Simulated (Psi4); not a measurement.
Approach curve of the dimer N2 ··· H3N (SMILES N#N and N). Monomers: optimised at B3LYP-D3(BJ) (def2-TZVP), held rigid. Orientation: lowest of the rigid-body minima from ten starts at GFN2-xTB (searched outside a hard wall at short contacts). The monomers approach along the line of their centres of mass (distance R); nothing else relaxes. The shortest distances reach bonding range, where SAPT0 and rigid monomers are unreliable.

Methods: PBE/def2-TZVP, counterpoise-corrected (Psi4); PBE-D3(BJ)/def2-TZVP, counterpoise-corrected (Psi4); PBE0-D3(BJ)/def2-TZVP, counterpoise-corrected (Psi4); CCSD(T)/aug-cc-pVDZ = DF-CCSD(T)/aug-cc-pVDZ, frozen core, counterpoise-corrected (Psi4 1.11).

Interaction energies in kJ/mol; the last columns give the difference from CCSD(T):

```json
[
 {"R / Å": "2.09", "PBE/def2-TZVP": "202.47", "PBE-D3(BJ)/def2-TZVP": "198.37", "PBE0-D3(BJ)/def2-TZVP": "209.27", "CCSD(T)/aug-cc-pVDZ": "254.40", "PBE/def2-TZVP − CCSD(T)/aug-cc-pVDZ": "-51.93", "PBE-D3(BJ)/def2-TZVP − CCSD(T)/aug-cc-pVDZ": "-56.03", "PBE0-D3(BJ)/def2-TZVP − CCSD(T)/aug-cc-pVDZ": "-45.13"},
 {"R / Å": "2.34", "PBE/def2-TZVP": "97.04", "PBE-D3(BJ)/def2-TZVP": "93.16", "PBE0-D3(BJ)/def2-TZVP": "99.87", "CCSD(T)/aug-cc-pVDZ": "125.04", "PBE/def2-TZVP − CCSD(T)/aug-cc-pVDZ": "-28.00", "PBE-D3(BJ)/def2-TZVP − CCSD(T)/aug-cc-pVDZ": "-31.88", "PBE0-D3(BJ)/def2-TZVP − CCSD(T)/aug-cc-pVDZ": "-25.17"},
 {"R / Å": "2.54", "PBE/def2-TZVP": "50.98", "PBE-D3(BJ)/def2-TZVP": "47.43", "PBE0-D3(BJ)/def2-TZVP": "51.54", "CCSD(T)/aug-cc-pVDZ": "66.82", "PBE/def2-TZVP − CCSD(T)/aug-cc-pVDZ": "-15.84", "PBE-D3(BJ)/def2-TZVP − CCSD(T)/aug-cc-pVDZ": "-19.39", "PBE0-D3(BJ)/def2-TZVP − CCSD(T)/aug-cc-pVDZ": "-15.29"},
 {"R / Å": "2.72", "PBE/def2-TZVP": "27.20", "PBE-D3(BJ)/def2-TZVP": "23.99", "PBE0-D3(BJ)/def2-TZVP": "26.56", "CCSD(T)/aug-cc-pVDZ": "36.33", "PBE/def2-TZVP − CCSD(T)/aug-cc-pVDZ": "-9.13", "PBE-D3(BJ)/def2-TZVP − CCSD(T)/aug-cc-pVDZ": "-12.34", "PBE0-D3(BJ)/def2-TZVP − CCSD(T)/aug-cc-pVDZ": "-9.77"},
 {"R / Å": "2.96", "PBE/def2-TZVP": "10.52", "PBE-D3(BJ)/def2-TZVP": "7.80", "PBE0-D3(BJ)/def2-TZVP": "9.21", "CCSD(T)/aug-cc-pVDZ": "14.76", "PBE/def2-TZVP − CCSD(T)/aug-cc-pVDZ": "-4.24", "PBE-D3(BJ)/def2-TZVP − CCSD(T)/aug-cc-pVDZ": "-6.96", "PBE0-D3(BJ)/def2-TZVP − CCSD(T)/aug-cc-pVDZ": "-5.55"},
 {"R / Å": "3.13", "PBE/def2-TZVP": "4.63", "PBE-D3(BJ)/def2-TZVP": "2.25", "PBE0-D3(BJ)/def2-TZVP": "3.21", "CCSD(T)/aug-cc-pVDZ": "7.05", "PBE/def2-TZVP − CCSD(T)/aug-cc-pVDZ": "-2.42", "PBE-D3(BJ)/def2-TZVP − CCSD(T)/aug-cc-pVDZ": "-4.79", "PBE0-D3(BJ)/def2-TZVP − CCSD(T)/aug-cc-pVDZ": "-3.83"},
 {"R / Å": "3.39", "PBE/def2-TZVP": "0.43", "PBE-D3(BJ)/def2-TZVP": "-1.44", "PBE0-D3(BJ)/def2-TZVP": "-0.85", "CCSD(T)/aug-cc-pVDZ": "1.45", "PBE/def2-TZVP − CCSD(T)/aug-cc-pVDZ": "-1.01", "PBE-D3(BJ)/def2-TZVP − CCSD(T)/aug-cc-pVDZ": "-2.88", "PBE0-D3(BJ)/def2-TZVP − CCSD(T)/aug-cc-pVDZ": "-2.30"},
 {"R / Å": "3.75", "PBE/def2-TZVP": "-1.14", "PBE-D3(BJ)/def2-TZVP": "-2.42", "PBE0-D3(BJ)/def2-TZVP": "-2.08", "CCSD(T)/aug-cc-pVDZ": "-0.85", "PBE/def2-TZVP − CCSD(T)/aug-cc-pVDZ": "-0.29", "PBE-D3(BJ)/def2-TZVP − CCSD(T)/aug-cc-pVDZ": "-1.57", "PBE0-D3(BJ)/def2-TZVP − CCSD(T)/aug-cc-pVDZ": "-1.23"},
 {"R / Å": "4.20", "PBE/def2-TZVP": "-1.08", "PBE-D3(BJ)/def2-TZVP": "-1.84", "PBE0-D3(BJ)/def2-TZVP": "-1.63", "CCSD(T)/aug-cc-pVDZ": "-1.05", "PBE/def2-TZVP − CCSD(T)/aug-cc-pVDZ": "-0.03", "PBE-D3(BJ)/def2-TZVP − CCSD(T)/aug-cc-pVDZ": "-0.79", "PBE0-D3(BJ)/def2-TZVP − CCSD(T)/aug-cc-pVDZ": "-0.58"},
 {"R / Å": "4.93", "PBE/def2-TZVP": "-0.47", "PBE-D3(BJ)/def2-TZVP": "-0.79", "PBE0-D3(BJ)/def2-TZVP": "-0.71", "CCSD(T)/aug-cc-pVDZ": "-0.56", "PBE/def2-TZVP − CCSD(T)/aug-cc-pVDZ": "0.09", "PBE-D3(BJ)/def2-TZVP − CCSD(T)/aug-cc-pVDZ": "-0.23", "PBE0-D3(BJ)/def2-TZVP − CCSD(T)/aug-cc-pVDZ": "-0.15"},
 {"R / Å": "5.92", "PBE/def2-TZVP": "-0.10", "PBE-D3(BJ)/def2-TZVP": "-0.21", "PBE0-D3(BJ)/def2-TZVP": "-0.21", "CCSD(T)/aug-cc-pVDZ": "-0.20", "PBE/def2-TZVP − CCSD(T)/aug-cc-pVDZ": "0.10", "PBE-D3(BJ)/def2-TZVP − CCSD(T)/aug-cc-pVDZ": "-0.01", "PBE0-D3(BJ)/def2-TZVP − CCSD(T)/aug-cc-pVDZ": "-0.01"},
 {"R / Å": "7.25", "PBE/def2-TZVP": "-0.03", "PBE-D3(BJ)/def2-TZVP": "-0.06", "PBE0-D3(BJ)/def2-TZVP": "-0.06", "CCSD(T)/aug-cc-pVDZ": "-0.06", "PBE/def2-TZVP − CCSD(T)/aug-cc-pVDZ": "0.03", "PBE-D3(BJ)/def2-TZVP − CCSD(T)/aug-cc-pVDZ": "0.00", "PBE0-D3(BJ)/def2-TZVP − CCSD(T)/aug-cc-pVDZ": "0.00"}
]
```

PBE/def2-TZVP is furthest from CCSD(T)/aug-cc-pVDZ at 2.09 (-51.93 kJ/mol, below); its mean absolute difference over the points is 9.43 kJ/mol.

PBE-D3(BJ)/def2-TZVP is furthest from CCSD(T)/aug-cc-pVDZ at 2.09 (-56.03 kJ/mol, below); its mean absolute difference over the points is 11.41 kJ/mol.

PBE0-D3(BJ)/def2-TZVP is furthest from CCSD(T)/aug-cc-pVDZ at 2.09 (-45.13 kJ/mol, below); its mean absolute difference over the points is 9.08 kJ/mol.
